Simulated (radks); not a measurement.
Species: Ne I. Configuration: [He] 2s1.75 2p6 3s0.25 (fractional occupations, a model configuration).

Calculated with a radial shooting solver on a logarithmic mesh with Libxc functionals: non-relativistic Kohn-Sham, exchange-only PBE, spin-unpolarised, spherical densities, point nucleus.

Energy parts (eV):
| part | energy |
|---|---|
| total | -3488.201 |
| kinetic | 3488.201 |
| electron-nucleus | -8407.028 |
| Hartree | 1754.062 |
| exchange | -323.436 |

Orbitals (lengths in bohr, moments of r in powers of bohr; r(90%) holds 90 % of the orbital's charge):
1s: occ. 2; eigenvalue (eV) -833.1495; r(90%) 0.283; <1/r> 9.605
2s: occ. 1.75; eigenvalue (eV) -38.3760; r(90%) 1.44; <1/r> 1.645
2p: occ. 6; eigenvalue (eV) -15.4619; r(90%) 1.69; <1/r> 1.459
3s: occ. 0.25; eigenvalue (eV) -1.0440; r(90%) 9.88; <1/r> 0.2211

The highest occupied level is 3s at -1.044 eV. Summed over all electrons, <r^2> = 20.31 bohr^2, which gives a Langevin (diamagnetic) susceptibility term of -16.1 x 10^-6 cm^3/mol.
